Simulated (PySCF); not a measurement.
ZnH, SMILES [ZnH+] (connectivity only; charge and spin as stated), charge +1, multiplicity 1.

Geometry: PBE-D3(BJ)/def2-TZVPD. The multiplicity is an assumed one; other spin states were not compared.

Two levels are set side by side: TDDFT-PBE/def2-TZVPD (PySCF) and TDDFT-M06-2X/def2-TZVPD (PySCF). Vertical, same geometry. The lowest singlet is HOMO→LUMO 96 % with PBE and HOMO→LUMO 99 % with the other functional; states are paired by order. Differences are taken from unrounded values.

```
quantity                               TDDFT-M06-2X
-------------------------------------  ------------
lowest singlet excitation (eV)                 5.96
lowest triplet excitation (TDA) (eV)           3.28
first bright state (f over 0.05) (eV)          5.96
its oscillator strength                        0.30
```

Q: What does TDDFT-PBE give, and how far is it from TDDFT-M06-2X? (An estimate is asked for; the answer gives what the named calculation found.)

A: 
```tsv
quantity	TDDFT-PBE	TDDFT-PBE minus TDDFT-M06-2X
lowest singlet excitation (eV)	6.12	0.16
lowest triplet excitation (TDA) (eV)	3.54	0.26
first bright state (f over 0.05) (eV)	6.12	0.16
its oscillator strength	0.25	-0.05
```

Rough cost on one machine, each run with all the roots and properties that it gave: TDDFT-M06-2X against TDDFT-PBE about 8 times.
